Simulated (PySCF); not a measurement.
Compound: hexafluoro-1,3-butadiene, C₄F₆.
Numbering: `[F:1][C:2]([F:3])=[C:4]([F:5])[C:6]([F:7])=[C:8]([F:9])[F:10]`

All values: PBE0/pcSseg-1 and CAM-B3LYP/def2-SVPD (PySCF, non-relativistic), on one gas-phase PBE0-D3(BJ)/def2-SVP geometry that isn't relaxed in the solvent. The solvent is an IEF-PCM continuum (van der Waals radii × 1.2). Only the electrostatic response of the medium enters.

Gas phase at PBE0/pcSseg-1: HOMO -6.95 eV, LUMO -1.07 eV, dipole 0.01 D.

Q: What does the continuum do to the energy, the frontier levels and the dipole at PBE0/pcSseg-1 in dichloromethane and dimethylsulfoxide?

A: 
| solvent | ε | E(solvent) − E(gas) (kcal/mol) | polarisation term (kcal/mol) | distortion of the solute (kcal/mol) | HOMO (eV) | LUMO (eV) | dipole (D) |
| --- | --- | --- | --- | --- | --- | --- | --- |
| dichloromethane | 8.93 | -1.37 | -1.45 | 0.08 | -6.78 | -0.89 | 0.01 |
| dimethylsulfoxide | 46.83 | -1.62 | -1.73 | 0.11 | -6.75 | -0.86 | 0.01 |

Polarisation term: ½ Σ q·V over the induced surface charges. Distortion: the rise of the solute's own energy as its density leaves the gas-phase optimum. From dichloromethane to dimethylsulfoxide the lowering changes by a factor 1.18, Onsager's factor (ε − 1)/(2ε + 1) by 1.15 and ε itself by 5.2. Charge and dipole vanish, so a point-dipole model would give no lowering at all.

Q: Which Hirshfeld charges (PBE0/pcSseg-1) respond most in dichloromethane (means over atoms taken as equivalent)?

A: 
| atoms | environment | gas (e) | solvent (e) | change |
| --- | --- | --- | --- | --- |
| C2/C8 | =CF2 carbon | +0.151 | +0.155 | +0.004 |
| F5/F7 | vinyl fluorine | -0.068 | -0.073 | -0.005 |
| C4/C6 | vinylic C–F carbon | +0.018 | +0.022 | +0.004 |
| F3/F10 | vinyl fluorine | -0.052 | -0.054 | -0.002 |
| F1/F9 | vinyl fluorine | -0.048 | -0.050 | -0.002 |

Gas phase at CAM-B3LYP/def2-SVPD: HOMO -8.45 eV, LUMO -0.19 eV, dipole 0.01 D.

Q: What does the continuum do to the energy, the frontier levels and the dipole at CAM-B3LYP/def2-SVPD in dichloromethane and dimethylsulfoxide?

A: 
| solvent | ε | E(solvent) − E(gas) (kcal/mol) | polarisation term (kcal/mol) | distortion of the solute (kcal/mol) | HOMO (eV) | LUMO (eV) | dipole (D) |
| --- | --- | --- | --- | --- | --- | --- | --- |
| dichloromethane | 8.93 | -1.67 | -1.80 | 0.13 | -8.25 | 0.02 | 0.01 |
| dimethylsulfoxide | 46.83 | -1.98 | -2.16 | 0.18 | -8.22 | 0.05 | 0.01 |

Q: How does the static polarisability (CAM-B3LYP/def2-SVPD, frozen core, with the continuum's full static response) change?

A: 
| medium | isotropic (au) | principal values (au) | ⟨r²⟩ of the electrons (bohr²) |
| --- | --- | --- | --- |
| gas | 58.0 | 34.3, 49.7, 89.9 | 1490.2 |
| dichloromethane | 71.4 | 41.7, 59.6, 112.9 | 1490.9 |
| dimethylsulfoxide | 73.9 | 43.6, 61.4, 116.8 | 1491.0 |

The isotropic value in dimethylsulfoxide is 1.28 times the gas-phase one; no cavity-field correction is applied. ⟨r²⟩ is taken about the centre of nuclear charge.

The run took about 60 s of CPU time (one thread, shared machine). This is the whole shielding run at PBE0/pcSseg-1 in dimethylsulfoxide, SCF included.

Shape of the structure used: `[F:1][C:2]([F:3])=[C:4]([F:5])[C:6]([F:7])=[C:8]([F:9])[F:10]`: C2–C4–C6–F7 1°.
